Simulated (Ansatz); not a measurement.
Cartesian coordinates in Å:
```
O 0.510 -2.105 0.016
Hf 0.087 -0.267 0.172
S -2.181 0.056 -0.678
S 0.338 0.388 2.506
S 1.577 1.210 -1.083
H 0.920 -2.933 -0.218
H -1.968 1.386 -0.744
H -0.374 1.511 2.285
H 1.090 0.755 -2.256
```

Total charge 0; spin multiplicity 1. Hf: def2 effective core potential.

(1) List the PBE/def2-TZVPP orbital energies in eV (Ansatz 0.2.0). (Estimate.)

Answers

(1) Ansatz gave: Occupied: -2395.63, -2395.59, -2395.53, -510.99, -208.61, -208.57, -208.51, -154.76, -154.72, -154.66, -154.61, -154.59, -154.56, -154.54, -154.51, -154.48, -64.51, -34.53, -34.14, -34.11, -24.73, -17.81, -17.61, -17.55, -13.12, -10.20, -10.08, -9.91, -8.85, -8.83, -7.90, -7.30, -7.26, -6.90, -6.53, -6.34. Lowest empty: -2.32, -1.95, -1.43, -1.38, -1.22, -1.07, -0.04, 0.14.
